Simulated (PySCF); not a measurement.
Working with the constants of NiO

UHF constants of NiO, ³Σ⁻ (triplet), unpaired electrons π ↑↑ (PySCF, no relativity, basis sets Ni def2-TZVPP, O def2-TZVPP; masses 57.9353 and 15.9949 u):

```
ωe   : 833.6 cm⁻¹
ωexe : 9.89 cm⁻¹
Be   : 0.48552 cm⁻¹
αe   : 0.00495 cm⁻¹
```

(1) What force constant and bond length do these constants imply?

(2) Estimate the centrifugal constant D from the Kratzer relation and find the Dunham coefficient a1.

Hartree–Fock leaves out correlation, which carries a large part of most bond energies and some tenths to 1 eV of ionisation energies. With d or f electrons several states lie close, and the lowest PBE0 determinant need not be the measured ground state.

## Answers

(1) Reduced mass μred = 12.534 u; k = 5.8918×10⁻⁷·μred·ωe² (u, cm⁻¹, mdyn/Å) = 5.13 mdyn/Å; Re = √(16.8576/(μred·Be)) (u, cm⁻¹, Å) = 1.664 Å.

(2) D = 4Be³/ωe² = 6.59e-07 cm⁻¹; a1 = −1 − αeωe/(6Be²) = -3.92.
